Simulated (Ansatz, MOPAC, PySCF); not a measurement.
Series GeXY, Y = H, computed as singlets and as triplets. All species are isolated molecules in the gas phase. One relaxed conformer stands for each flexible species; it need not be the lowest. Strings in code marks are SMILES.

Quantity: adiabatic spin-state energy, in kcal/mol. HF references are unrestricted for open shells and restricted for singlets. The restricted reference of `[GeH2]`, `[F][GeH]` and `[SiH3][GeH]` is unstable towards unrestricted orbitals. Semi-empirical values (MOPAC) are differences of heats of formation.

Level 1: frozen-core CCSD(T)/cc-pVTZ // PBE0-D3(BJ)/def2-TZVP (Ansatz, a program for electronic structure)
Level 2: PBE-D3(BJ)/def2-TZVP // PBE0-D3(BJ)/def2-TZVP (PySCF)
Level 3: PM6 // PBE0-D3(BJ)/def2-TZVP (MOPAC)
Level 4: PM7 // PBE0-D3(BJ)/def2-TZVP (MOPAC)

```csv
species,level 1,level 2,level 3,level 4
`[SiH3][GeH]`: multiplicity 3 minus multiplicity 1,15.1,16.5,-17.5,-20.5
`[OH][GeH]`: multiplicity 3 minus multiplicity 1,42.8,42.6,25.2,13.5
`[F][GeH]`: multiplicity 3 minus multiplicity 1,42.7,43.1,25.8,16.4
`[GeH2]`: multiplicity 3 minus multiplicity 1,22.3,23.6,-4.07,-23.4
`O=[CH][GeH]`: multiplicity 3 minus multiplicity 1,21.5,15.1,7.57,1.27
```
